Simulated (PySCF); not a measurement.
Isomers of C3H6FSi2 (doublet state), one GFN2-xTB conformer each. Single-point energies are computed at B3LYP/pcH-1 (PySCF, gas phase, no added dispersion term), electronic only. GFN2-xTB treats the open shell by occupation alone, and not every SCF solution was tested for stability.

Question: Rank them by B3LYP/pcH-1 energy, lowest first (kcal/mol).
A. `[CH:1]#[C:2][SiH2:3][C@H:4]([F:5])[SiH2:6]` (doublet state) with C2–Si3–C4–F5 179°, Si3–C4–Si6–H -70° and 58°
B. `[CH:1]#[C:2][SiH:3][C@@H:4]([F:5])[SiH3:6]` (doublet state) with C2–Si3–C4–F5 167°
C. `[CH:1]#[C:2][SiH2:3][C:4]([F:5])[SiH3:6]` (doublet state) with C2–Si3–C4–F5 100°

Answer: B (0.0), C (0.6), A (1.0).

Neighbours under 5.0 kcal/mol apart (C#C[SiH][C@@H](F)[SiH3] and C#C[SiH2][C](F)[SiH3]; C#C[SiH2][C](F)[SiH3] and C#C[SiH2][C@H](F)[SiH2]) can change places with a better method, another conformer or zero-point energy. GFN2-xTB itself gives, in the same order: 0.0, 3.6, 2.2. Both levels put the same isomer lowest; measured from each level's own lowest isomer, the values differ by up to 3.0 kcal/mol (C#C[SiH2][C](F)[SiH3]: 3.6 against 0.6).
